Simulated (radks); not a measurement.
Isoelectronic series with 23 electrons, all held in the configuration [Ar] 3d3 4s2, which need not be the ground one along the series. Method: scalar-relativistic Kohn-Sham, r2SCAN, spin-polarised, spherical densities, finite nucleus; open shells are filled with parallel spins first; meta-GGA in the generalised Kohn-Sham scheme; Fermi nuclear charge, rms radius of each element as measured or else 0.836 A^(1/3) + 0.57 fm; computed with a radial shooting solver on a logarithmic mesh with Libxc functionals. Total energies (hartree) and orbital eigenvalues (hartree):

ion,E (hartree),4s down,4s up,3d up,3p down
V,-949.26415,-0.16031,-0.19060,-0.22953,-1.58527
Cr+,-1050.36605,-0.46701,-0.49814,-0.74923,-2.28179
Mn2+,-1157.06717,-0.86028,-0.89324,-1.42705,-3.13944
Fe3+,-1269.35474,-1.33086,-1.36625,-2.24246,-4.13530
Co4+,-1387.22926,-1.87433,-1.91252,-3.18615,-5.25964
Ni5+,-1510.69810,-2.48828,-2.52951,-4.25306,-6.50747
Cu6+,-1639.77188,-3.17122,-3.21563,-5.44014,-7.87593
Zn7+,-1774.46503,-3.92222,-3.96991,-6.74537,-9.36325
Ga8+,-1914.79326,-4.74064,-4.79169,-8.16734,-10.96827
Ge9+,-2060.77431,-5.62610,-5.68054,-9.70505,-12.69023
As10+,-2212.42780,-6.57832,-6.63619,-11.35772,-14.52862
Se11+,-2369.77386,-7.59717,-7.65849,-13.12479,-16.48311
Br12+,-2532.83464,-8.68256,-8.74736,-15.00581,-18.55350
